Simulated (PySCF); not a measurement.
Two species compared at the same levels of theory.

First species: C7H13Al.
SMILES: `C1CC[CH]([AlH][CH]=C)C1`

Second species: metal hydrosulfide, HLiS.
Geometry (PBE0-D3(BJ)/def2-SVP, Å), atoms numbered from 1 in this order:
```
atom  x, y, z in Å
Li1    1.5195   -0.2652    0.0051
S2    -0.4111    0.6628   -0.0296
H3    -1.1018   -0.4999   -0.0204
```

Levels: CAM-B3LYP/def2-SVPD for HOMO energy, LUMO energy, HOMO–LUMO gap and static isotropic polarisability; TDDFT CAM-B3LYP/def2-SVPD for lowest singlet excitation; TDA CAM-B3LYP/def2-SVPD for lowest triplet excitation (Tamm–Dancoff); ΔSCF CAM-B3LYP/def2-SVPD for vertical ionisation energy. Geometries: PBE0-D3(BJ)/def2-SVP. All species are isolated and taken at one optimised geometry, non-relativistic unless stated; the electronic structure was computed with PySCF and density fitting.

Values for the first species:

| Quantity | Value |
| --- | --- |
| HOMO energy | -8.57 eV |
| LUMO energy | -0.38 eV |
| HOMO–LUMO gap | 8.19 eV |
| Lowest singlet excitation | 4.78 eV |
| Lowest triplet excitation (Tamm–Dancoff) | 3.96 eV |
| Static isotropic polarisability | 109.4 au |
| Vertical ionisation energy | 9.14 eV |

Problem. Estimate the same properties for the second species, and the change in each.

Solution. 
```json
{"property": "HOMO energy", "first": "-8.57 eV", "second": "-6.99 eV", "second less first": "+1.58 eV"}
{"property": "LUMO energy", "first": "-0.38 eV", "second": "-1.00 eV", "second less first": "-0.62 eV"}
{"property": "HOMO–LUMO gap", "first": "8.19 eV", "second": "5.99 eV", "second less first": "-2.20 eV"}
{"property": "lowest singlet excitation", "first": "4.78 eV", "second": "3.35 eV", "second less first": "-1.43 eV"}
{"property": "lowest triplet excitation (Tamm–Dancoff)", "first": "3.96 eV", "second": "3.30 eV", "second less first": "-0.66 eV"}
{"property": "static isotropic polarisability", "first": "109.4 au", "second": "38.7 au", "second less first": "-70.7 au"}
{"property": "vertical ionisation energy", "first": "9.14 eV", "second": "8.19 eV", "second less first": "-0.95 eV"}
```

On the first: The ΔSCF ionisation energy exceeds −ε(HOMO) by 0.57 eV with CAM-B3LYP. The 10 singlets span 4.78 to 7.52 eV, and their oscillator strengths add up to 0.45.

On the second: In wavenumbers S1 is 27000 cm⁻¹ (1 eV = 8065.54 cm⁻¹). No computed singlet falls in the visible range (750 to 380 nm, 1.65 to 3.26 eV); S1 lies 0.09 eV above its blue end.

One conformer stands for the species.
